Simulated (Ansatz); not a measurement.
The molecule NaAl-, multiplicity 4 (an upper state: multiplicity 2 came lower at CCSD(T)/def2-TZVPP on PBE0 minima).

Seven points along R, fitted to fifth degree in 1/R; most abundant isotopes. Runs in def2 and cc sets follow the lowest solution found near the PBE0 minimum.

Correlated levels freeze the inner cores; with def2 sets outer-core shells near the valence are correlated too.

Codes used: Ansatz (Gaussian orbitals). Values without a source in brackets are computed.

| level | r_e (Å) | ω_e (cm⁻¹) | ω_e x_e (cm⁻¹) |
|---|---|---|---|
| PBE/def2-TZVPP | 2.879 | ? | 1.5 |
| PBE0/def2-TZVPP | 2.878 | 192 | 1.6 |
| CCSD/def2-TZVPP | 2.926 | 177 | 1.3 |
| CCSD(T)/def2-TZVPP | ? | ? | 1.3 |

Question: Complete the blanks.

Answer: 
- CCSD(T)/def2-TZVPP, r_e (Å): 2.907
- CCSD(T)/def2-TZVPP, ω_e (cm⁻¹): 183
- PBE/def2-TZVPP, ω_e (cm⁻¹): 193

Ansatz is an electronic-structure program.
